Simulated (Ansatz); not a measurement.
Stepwise reaction of `C[Si](F)(F)Cl` with hydrogen, as a gas-phase model of exchange steps in deposition or etching. ΔE in kJ/mol; ΔG adds harmonic PBE0-D4 terms to CCSD(T)/CBS, at 1 bar.

Calculated with Ansatz (gas phase, PBE0-D4/def2-TZVP geometries, no zero-point term in ΔE). CBS: MP2 limit from def2 TZ/QZ plus the TZ coupled-cluster correction, frozen cores. This one scheme is used for every species. DFT in def2-TZVPP. B3LYP here is the variant with VWN-RPA as its local correlation; programs differ in this.

```
step                                    reaction  PBE-D4  B3LYP-D4  ωB97M-V  CCSD(T)/CBS  ΔG(600 K)
   1  `C[Si](F)(F)Cl` + H₂ → `C[SiH](F)Cl` + H–F   129.6     137.5    138.5        134.0      130.2
   2      `C[SiH](F)Cl` + H₂ → `C[SiH2]Cl` + H–F   121.9     129.8    130.4        125.8      122.6
```

Task: By hand: ΔE of the 2 steps together at CCSD(T)/CBS.

Result: (134.0) + (125.8) = 259.8 kJ/mol, or 129.9 kJ/mol a step.

In ΔE each step is lower than the one before. All are uphill at CCSD(T)/CBS. ΔG lies between 122.6 and 130.2 kJ/mol a step. PBE-D4 differs from CCSD(T)/CBS by -4.4 to -3.9 kJ/mol a step. Isolated molecules leave out the surface, adducts and barriers. Largest T1 diagnostic: 0.011.
